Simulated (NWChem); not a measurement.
A series in which one site is exchanged, each optimised at PBE0/def2-SVP with NWChem, gas phase unless a solvent is named. Some are not confirmed as minima by frequencies. def2 effective core potentials on I, Hf; no spin-orbit coupling.

A: [I][Hf]([F])([F])[F] (HfIF3; site = I)
B: [F][Hf]([F])([F])[F] (HfF4; site = F)
C: [F][Hf]([F])([Cl])[F] (HfClF3; site = Cl)
D: [F][HfH]([F])[F] (HfHF3; site = H)

Question: Rank them by static polarisability, PBE/def2-SVPD (bohr³), lowest first.

Answer: B (37.5), D (41.8), C (52.6), A (75.6)
